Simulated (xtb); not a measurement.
C₂H₇BFN, SMILES N(C)(BF)C. All values are semi-empirical tight-binding results from xtb (GFN2-xTB unless named), good for trends rather than for accurate numbers. Geometry: GFN2-xTB. The structure was generated by enumeration, and PubChem lists no compound with its InChIKey, so it may never have been made. The values are those of a single conformer.

Optimised geometry:

```xyz
12

B      0.7472     0.8367     0.0000
H      1.9149     0.9186     0.0000
F      0.0396     1.9732     0.0000
N      0.0696    -0.3687     0.0000
C     -1.3742    -0.4735     0.0000
C      0.7212    -1.6575     0.0000
H     -1.7162    -1.0143    -0.8875
H     -1.7162    -1.0143     0.8875
H     -1.8109     0.5212     0.0000
H      0.4332    -2.2309     0.8865
H      0.4332    -2.2309    -0.8865
H      1.7997    -1.5255     0.0000
```
Charge 0, spin multiplicity 1.

Question: Estimate the properties. (The exact figures need the calculation; the answer reports its results.)

Answer: 
The point group as xtb finds it is Cs and the orbital gap is 5.89 eV. The dipole moment is 2.95 D and the zero-point energy comes out as 60.4 kcal/mol. The G − E(el) at 298.15 K (modified RRHO) is 42.1 kcal/mol and the static polarisability (D4 model) is 50.1 bohr³. The solvation energy, GFN2-xTB/ALPB(water) is -3.2 kcal/mol and the solvation energy, GFN2-xTB/ALPB(thf) comes out as -5.4 kcal/mol.

Computed IR lines (harmonic; lines under 4 % of the strongest left out, lines within 3 cm⁻¹ merged):
ν (cm⁻¹): 344 (w), 514 (w), 747 (s), 1053 (w), 1088 (w), 1193 (vs), 1229 (m), 1416 (w), 1467 (s), 1480 (w), 1528 (vs), 2638 (s), 2933 (m), 2938 (m), 2955 (w), 2962 (m), 3049 (w), 3056 (w) (against the strongest line: vs over 80 %, s over 45 %, m over 15 %, w over 4 %, vw less)

Computed atomic charges and the Wiberg bond orders between heavy atoms:
charges (e) B1 0.36, H2 -0.10, F3 -0.31, N4 -0.15, C5 -0.04, C6 -0.05, H7 0.04, H8 0.04, H9 0.07, H10 0.05, H11 0.05, H12 0.05. Bond orders B1–F3 1.00, B1–N4 1.38, N4–C5 1.01, N4–C6 1.02.
